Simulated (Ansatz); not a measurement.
Ansatz (a first-principles code) input (B97M-V/def2-TZVPD):

Ansatz 0.2 input:
```yaml
crystal:
  periodic: [false, false, false]
  atoms:
    - {symbol: F, position_ang: [-0.15853843, 2.26705998, 0.49717588]}
    - {symbol: C, position_ang: [-0.10937111, 0.92170113, 0.19772233]}
    - {symbol: C, position_ang: [-1.28298118, 0.17459910, -0.08649802]}
    - {symbol: C, position_ang: [-1.09178183, -1.17286558, -0.37248045]}
    - {symbol: S, position_ang: [0.63494278, -1.41090592, -0.25675591]}
    - {symbol: C, position_ang: [1.06261058, 0.22932792, 0.15621461]}
    - {symbol: H, position_ang: [-2.26063325, 0.64962491, -0.07506511]}
    - {symbol: H, position_ang: [2.05753591, 0.60475448, 0.33882595]}
basis:
  gaussian:
    orbitals: def2-TZVPD
hamiltonian:
  xc: {name: B97M-V}
total_charge: -1
output: {forces: true}
```

End of the output:

```
integrals: 0.21 GiB planned
1288 factors; their error is unknown
0.47 GiB of the device are held for the grids
1.39 GiB of device memory are held for the factors and their scratch space
mean field: 1.49 GiB planned
mean field evaluation 1: about -17722.1877 eV, gradient 6.1e1 eV
mean field evaluation 2: about -17618.5460 eV, gradient 1.5e2 eV
mean field evaluation 4: about -17730.5592 eV, gradient 1.8e1 eV
mean field evaluation 8: about -17731.4188 eV, gradient 3.7e-1 eV
mean field evaluation 16: about -17731.3937 eV, gradient 8.6e-3 eV
mean field -17731.39370840 eV, -651.6167000135 hartree, gradient 4.7e-5 eV, S^2 0.000000; 0 other end points of the search recorded, 0 dependent functions left out
the calculation of the forces begins
reference -17731.39379355 eV, -651.6167031427 hartree; 26, 26 occupied and 226, 226 virtual orbitals, 1288 factors
Total energy: -17731.39379355 eV, -651.6167031427 hartree
Atom 0 at    -0.158538     2.267060     0.497176 Å, force     0.022964    -0.286124    -0.062458 eV/Å
Atom 1 at    -0.109371     0.921701     0.197722 Å, force    -0.123411    -0.161717    -0.048695 eV/Å
Atom 2 at    -1.282981     0.174599    -0.086498 Å, force     0.273109     0.085072     0.046060 eV/Å
Atom 3 at    -1.091782    -1.172866    -0.372480 Å, force     0.147844     0.081446     0.032939 eV/Å
Atom 4 at     0.634943    -1.410906    -0.256756 Å, force    -0.212821     0.486768     0.089194 eV/Å
Atom 5 at     1.062611     0.229328     0.156215 Å, force    -0.117562    -0.107081    -0.035763 eV/Å
Atom 6 at    -2.260633     0.649625    -0.075065 Å, force     0.095530    -0.055182    -0.003100 eV/Å
Atom 7 at     2.057536     0.604754     0.338826 Å, force    -0.085652    -0.043183    -0.018178 eV/Å
Dipole moment:     0.574263     0.672177     0.208419 e Å
```

It need not be the lowest isomer of its formula. Whether it binds its extra electron was not tested at this geometry.
